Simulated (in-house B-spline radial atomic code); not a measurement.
**Excitations of Sn48+ by several methods**

Full response, energies in eV; labels give the largest channel, * marks a mixed state, a dash one above the method's threshold, and an imaginary frequency an unstable closed-shell reference. Computed with an all-electron radial atomic-structure program (B-spline basis): linear response of the closed shell 1s2 with each method's own kernel (bare exchange for TDHF, static screening on G0W0 levels for BSE, the adiabatic kernel for functionals); non-relativistic, point nucleus, no spin-orbit coupling, no double excitations, S, P, D and F terms only.

Without relativity these are model numbers for so heavy an element.

```csv
method,1s → 2s 3S,1s → 2s 1S,1s → 2p 3P,α (bohr³)
TDHF,24918.73,24977.39,24969.63,1.482e-06
PBE,24804.28,24861.78,24866.17,1.488e-06
RPBE,?,?,?,?
BP86,24811.38,24867.44,24873.22,1.487e-06
HSE06,?,?,?,?
```

Question: What does RPBE give?

Answer: 1s → 2s 3S: 24804.73; 1s → 2s 1S: 24862.24; 1s → 2p 3P: 24867.36; α: 1.487e-06 (eV, bohr³).

Question: What does HSE06 give?

Answer: 1s → 2s 3S: 24833.47; 1s → 2s 1S: 24891.23; 1s → 2p 3P: 24892.46; α: 1.486e-06 (eV, bohr³).
